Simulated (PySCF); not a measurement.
Gas-phase reaction: H₃SiGeH₃ + GeH₄ → Ge₂H₆ + SiH₄

Method: PySCF energies plus ideal-gas RRHO corrections (1 bar). † marks an energy on the PBE0/def2-TZVP geometry and frequencies; other levels use their own. MP2 freezes the core. 6-31G* has spherical d functions here. All species are closed-shell singlets. B3LYP is the form with VWN-RPA correlation. Ge: all electrons, no relativistic terms. MP2 isn't extrapolated to the basis-set limit; its ΔH°(298 K) is -15.2 kJ in def2-SVP and -17.9 kJ in def2-TZVPP. The harmonic model lacks anharmonicity and excited electronic states, which grow with temperature; levels with a mode under 35 cm⁻¹ are left out. Internal rotation in H₃SiGeH₃, Ge₂H₆ is treated as a harmonic vibration of one conformer, which makes the entropy rough.

```json
[
 {"level": "B3LYP/6-31G*", "ΔE electronic, kJ": "-15", "ΔH°(298 K), kJ": "-14", "ΔS°(298 K), J/K": "-5", "ΔG°(1800 K), kJ": "-5"},
 {"level": "BLYP/def2-TZVP†", "ΔE electronic, kJ": "-16", "ΔH°(298 K), kJ": "-16", "ΔS°(298 K), J/K": "-5", "ΔG°(1800 K), kJ": "-5"},
 {"level": "HF/def2-TZVP†", "ΔE electronic, kJ": "-18", "ΔH°(298 K), kJ": "-17", "ΔS°(298 K), J/K": "-5", "ΔG°(1800 K), kJ": "-7"},
 {"level": "M06-2X/def2-TZVP†", "ΔE electronic, kJ": "-18", "ΔH°(298 K), kJ": "-17", "ΔS°(298 K), J/K": "-5", "ΔG°(1800 K), kJ": "-7"},
 {"level": "MP2/def2-SVP†", "ΔE electronic, kJ": "-16", "ΔH°(298 K), kJ": "-15", "ΔS°(298 K), J/K": "-5", "ΔG°(1800 K), kJ": "-5"},
 {"level": "PBE/def2-SVP", "ΔE electronic, kJ": "-10", "ΔH°(298 K), kJ": "-10", "ΔS°(298 K), J/K": "-5", "ΔG°(1800 K), kJ": "0"},
 {"level": "r2SCAN/def2-TZVP†", "ΔE electronic, kJ": "-13", "ΔH°(298 K), kJ": "-12", "ΔS°(298 K), J/K": "-5", "ΔG°(1800 K), kJ": "-2"},
 {"level": "LDA/def2-TZVP†", "ΔE electronic, kJ": "-9", "ΔH°(298 K), kJ": "-9", "ΔS°(298 K), J/K": "-5", "ΔG°(1800 K), kJ": "1"},
 {"level": "ωB97M-V/def2-TZVP†", "ΔE electronic, kJ": "-16", "ΔH°(298 K), kJ": "-15", "ΔS°(298 K), J/K": "-5", "ΔG°(1800 K), kJ": "-5"}
]
```
ΔH° is lowest at HF/def2-TZVP† and highest at LDA/def2-TZVP†. No reference value is set beside these.
